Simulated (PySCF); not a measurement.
Compound: C4H9Cl2O (charge +1).
SMILES with atom numbers: `[CH3:1][O+:2]([CH3:3])[CH2:4][CH:5]([Cl:6])[Cl:7]` (hydrogens: H8, H9, H10 on C1; H11, H12, H13 on C3; H14, H15 on C4; H16 on C5)

The closed-shell SCF was solved with PySCF and density fitting under several settings on one GFN2-xTB geometry (grid level 2 and gas phase unless stated).

```json
{"settings": "PBE0/pcSseg-1", "basis functions": "178", "SCF cycles": "13", "E (Eh)": "-1152.4948", "HOMO (eV)": "-12.92", "LUMO (eV)": "-4.86"}
{"settings": "PBE0/def2-SVPD", "basis functions": "229", "SCF cycles": "13", "E (Eh)": "-1152.1345", "HOMO (eV)": "-12.90", "LUMO (eV)": "-4.86"}
{"settings": "PBE0/def2-SVPD, start guess huckel, fitting basis def2-universal-jkfit", "basis functions": "229", "SCF cycles": "16", "E (Eh)": "-1152.1345", "HOMO (eV)": "-12.90", "LUMO (eV)": "-4.86"}
{"settings": "BP86/6-31G, start guess vsap", "basis functions": "89", "SCF cycles": "19", "E (Eh)": "-1153.0784", "HOMO (eV)": "-11.52", "LUMO (eV)": "-6.09"}
{"settings": "BP86/pcSseg-0, IEF-PCM dimethylsulfoxide, energy threshold 1e-06 Eh, damping 0.2 at the start, DIIS from the seventh cycle", "basis functions": "89", "SCF cycles": "14", "E (Eh)": "-1151.7627", "HOMO (eV)": "-7.92", "LUMO (eV)": "-2.01"}
```

Problem. Estimate the row for these settings: PBE0/MINI.

Solution. 
| settings | basis functions | SCF cycles | E (Eh) | HOMO (eV) | LUMO (eV) |
| --- | --- | --- | --- | --- | --- |
| PBE0/MINI | 52 | 11 | -1146.1875 | -13.59 | -6.12 |

Problem. Over all rows, what range does the HOMO–LUMO gap span?

Solution. From 5.43 eV (BP86/6-31G, start guess vsap) to 8.06 eV (PBE0/pcSseg-1). The functional of the narrowest has no exact exchange, that of the widest 25 % exact exchange.

Problem. Compare two rows with the functional PBE0: PBE0/MINI and PBE0/pcSseg-1. Which energy is lower, and by how much?

Solution. PBE0/pcSseg-1 (178 functions) lies 6.3073 Eh or 3958 kcal/mol below PBE0/MINI (52 functions).

Cycle counts include a coarse-grid stage where the run had one. One conformer (not necessarily the lowest) at the GFN2-xTB geometry, without vibrations or thermal averaging.

Shape of the structure used: `[CH3:1][O+:2]([CH3:3])[CH2:4][CH:5]([Cl:6])[Cl:7]`: C1–O2–C4–C5 65°, O2–C4–C5–Cl6 -86°.
